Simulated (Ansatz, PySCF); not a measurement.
Dissociation curve of BrMg (cation, charge +1), lowest triplet found (which spin is the ground state isn't settled by this scan).

FCI = full CI/cc-pVDZ, cores with 3d frozen (Ansatz, an electronic-structure program); UKS-PBE = unrestricted PBE/cc-pVDZ run with Ansatz; UHF/LANL2DZ = unrestricted Hartree-Fock/LANL2DZ, with its core potentials past Ne (PySCF).

Energies are in eV, each relative to the lowest point of its own curve between 2.27 and 3.50 Å, where full CI is lowest.

| R / Å | FCI | UKS-PBE | UHF/LANL2DZ |
|---|---|---|---|
| 1.86 | 4.559 | 4.382 | 5.153 |
| 2.04 | 2.222 | 2.151 | … |
| 2.16 | 1.321 | 1.288 | 1.731 |
| 2.27 | 0.785 | 0.771 | … |
| 2.36 | 0.489 | 0.484 | 0.778 |
| 2.49 | 0.219 | 0.220 | 0.437 |
| 2.57 | 0.118 | 0.121 | 0.296 |
| 2.63 | 0.067 | 0.070 | 0.216 |
| 2.73 | … | 0.018 | 0.120 |
| 2.80 | 0.000 | 0.001 | 0.075 |
| 2.94 | 0.001 | 0.000 | … |
| 3.13 | 0.043 | 0.043 | 0.000 |
| 3.27 | 0.088 | 0.091 | 0.004 |
| 3.50 | 0.167 | 0.180 | 0.027 |
| 3.77 | … | 0.281 | 0.061 |
| 4.19 | 0.339 | 0.406 | 0.107 |
| 4.65 | 0.399 | 0.495 | 0.144 |
| 5.09 | 0.435 | 0.544 | 0.167 |
| 5.74 | 0.466 | 0.576 | 0.188 |
| 6.51 | 0.486 | 0.578 | 0.201 |
| 7.54 | 0.498 | 0.558 | … |
| 8.83 | 0.503 | 0.529 | 0.214 |

Task: What belongs in the gaps?

Result: 
- 2.04, UHF/LANL2DZ: 2.708
- 2.27, UHF/LANL2DZ: 1.127
- 2.73, FCI: 0.016
- 2.94, UHF/LANL2DZ: 0.022
- 3.77, FCI: 0.248
- 7.54, UHF/LANL2DZ: 0.209
